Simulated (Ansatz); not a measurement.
C2H7AlBF can be A, `C[BH][Al]([CH3])[F]`, or B, `CB(F)[CH2][AlH2]`.

Gas-phase electronic energies from Ansatz, PBE0-D4/def2-TZVP geometries. CBS: MP2 limit from def2 TZ/QZ plus the TZ coupled-cluster correction, frozen cores. Functionals use def2-TZVPP. One conformer a species, not always the lowest.

(1) Which isomer does CCSD(T)/CBS put lower? Give the gap. (Estimate.)

(2) Give E(B) − E(A) in kcal/mol with BLYP-D4, MP2/def2-TZVPP, ωB97M-V, B2PLYP, CCSD(T)/def2-SVP, PBE0-D4, HF/def2-TZVPP. (Estimate.)

(3) Does the order hold for the free energy at 298.15 K (harmonic terms from PBE0-D4)? (An estimate is asked.)

Largest T1 diagnostic: 0.012.

Answers

(1) The calculation gave: B, by 5.1 kcal/mol.

(2) Computed: BLYP-D4 -5.6, MP2/def2-TZVPP -6.9, ωB97M-V -7.7, B2PLYP -5.7, CCSD(T)/def2-SVP -10.6, PBE0-D4 -6.8, HF/def2-TZVPP -6.8. None reverses the order clearly.

(3) Computed: Yes: G(B) − G(A) = -5.8 kcal/mol, for one conformer each. Modes under 60 cm⁻¹, often nearly free rotors, make the harmonic entropy too high.

The D4 term adds −1.1 kcal/mol with B3LYP and −0.6 kcal/mol with PBE0; it sums over pairs of atoms, weighted by their polarisabilities, and B3LYP, whose exchange is more repulsive, gets the larger term. At CCSD(T), def2-SVP lies −5.5 kcal/mol from the extrapolated value and def2-TZVPP −1.4 kcal/mol.

B3LYP here is the variant with VWN-RPA as its local correlation; programs differ in this.
